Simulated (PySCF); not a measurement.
A run for PySCF: D3(BJ) and D4 dispersion corrections on GaH6N3 (SMILES [NH2][Ga]([NH2])[NH2]), a point of a torsion scan.

```python
from pyscf import gto
from pyscf.dispersion import dftd3, dftd4

mol = gto.M(
    atom='''
    N    -0.70311313    1.69124512   -0.02087811
    Ga    0.33216650    0.17556493   -0.11825510
    N     1.67036621    0.05729738   -1.36444088
    N    -0.07734737   -1.26396211    0.93800452
    H    -1.66000770    1.58425801    0.29871023
    H    -0.70806943    2.30711859   -0.82713002
    H     2.42382419   -0.60794368   -1.23654823
    H     2.05258714    0.90790864   -1.76107502
    H    -0.62166839   -1.11533484    1.77980505
    H     0.62235604   -1.97278877    1.12439967
    ''',
    basis='def2-svp',
    charge=0, spin=0, verbose=0, max_memory=1800)
d3, d4 = {}, {}
for xc in ['hf', 'pbe', 'blyp', 'revpbe', 'tpss', 'r2scan', 'b3lyp', 'pbe0', 'bhlyp', 'camb3lyp', 'b2plyp']:
    d3[xc] = float(dftd3.DFTD3Dispersion(mol, xc=xc, version='d3bj', atm=False).get_dispersion()['energy'])
    print(f'D3(BJ) {xc:10s} {d3[xc]:14.8f} Eh')
for xc in ['hf', 'pbe', 'blyp', 'revpbe', 'tpss', 'r2scan', 'b3lyp', 'pbe0', 'bhlyp', 'camb3lyp', 'b2plyp']:
    d4[xc] = float(dftd4.DFTD4Dispersion(mol, xc={'camb3lyp': 'cam-b3lyp'}.get(xc, xc), atm=True).get_dispersion()['energy'])
    print(f'D4     {xc:10s} {d4[xc]:14.8f} Eh')
```

Output:

```
D3(BJ) hf            -0.04907408 Eh
D3(BJ) pbe           -0.00579348 Eh
D3(BJ) blyp          -0.01254576 Eh
D3(BJ) revpbe        -0.01411832 Eh
D3(BJ) tpss          -0.00737127 Eh
D3(BJ) r2scan        -0.00166854 Eh
D3(BJ) b3lyp         -0.01037176 Eh
D3(BJ) pbe0          -0.00513015 Eh
D3(BJ) bhlyp         -0.00852368 Eh
D3(BJ) camb3lyp      -0.00481584 Eh
D3(BJ) b2plyp        -0.00503601 Eh
D4     hf            -0.02206858 Eh
D4     pbe           -0.00652130 Eh
D4     blyp          -0.01408955 Eh
D4     revpbe        -0.01855009 Eh
D4     tpss          -0.00874454 Eh
D4     r2scan        -0.00159796 Eh
D4     b3lyp         -0.01050191 Eh
D4     pbe0          -0.00552722 Eh
D4     bhlyp         -0.00835970 Eh
D4     camb3lyp      -0.00563463 Eh
D4     b2plyp        -0.00453300 Eh
```

The run finished.

Cost: very roughly 0.010 core-seconds.
